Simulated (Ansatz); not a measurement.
CH₄ClFN₂Si, SMILES `N=C(F)[SiH](N)Cl`, charge 0, multiplicity 1.

(1) Give a relaxed structure at PBE0-D4/def2-TZVP (Ansatz). (Best estimate.)

Results:

(1) Ansatz gave: 
Z-matrix (Å, degrees):
```
Si
N 1 1.686
C 1 1.894 2 104.3
Cl 1 2.062 2 116.5 3 -116.0
H 1 1.476 2 112.7 3 122.2
H 2 1.005 1 123.7 3 179.5
H 2 1.009 1 118.4 3 25.1
F 3 1.354 1 115.2 2 169.1
N 3 1.247 1 122.4 2 -12.5
H 9 1.021 3 113.0 1 -177.9
```
This is one stationary point; other conformers may exist.
